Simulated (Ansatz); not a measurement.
A structure drawn as `[SeH][Ge]([SeH])([SeH])[SeH]`, with this starting geometry:

```xyz
9

Se   -1.7454    1.7351    0.7696
Ge    0.0118    0.3897    0.1245
Se    1.9830    1.6098    0.3523
Se   -0.1964   -0.2176   -2.0790
Se    0.0984   -1.5174    1.4740
H    -2.7886    0.5780    0.4895
H     2.8422    0.4152   -0.1318
H     1.0912   -1.0120   -2.0328
H    -1.2962   -1.9807    1.0337
```

Total charge 0; spin multiplicity 1.

(1) Does it keep its bonds when Ansatz relaxes it at PBE-D4/def2-SVP and then PBE0-D4/def2-TZVP?

(2) Give the relaxed structure. (Estimate.)

Atoms count as bonded under 1.1 times the sum of their covalent radii (H–H under 0.85 Å, pairs among N, O and F under 1.55 Å), and a drawn bond as lost past 1.3 times.

Results:

(1) Yes, every drawn bond is still there and no new one forms.

(2) Ansatz gave: 
Z-matrix (Å, degrees):
```
Ge
Se 1 2.354
Se 1 2.356 2 114.4
Se 1 2.353 2 102.9 3 -116.8
Se 1 2.356 2 107.8 3 122.0
H 2 1.469 1 92.0 3 -36.6
H 3 1.471 1 92.2 2 79.7
H 4 1.469 1 92.0 2 -154.0
H 5 1.471 1 92.2 2 -167.0
```
All modes are real.
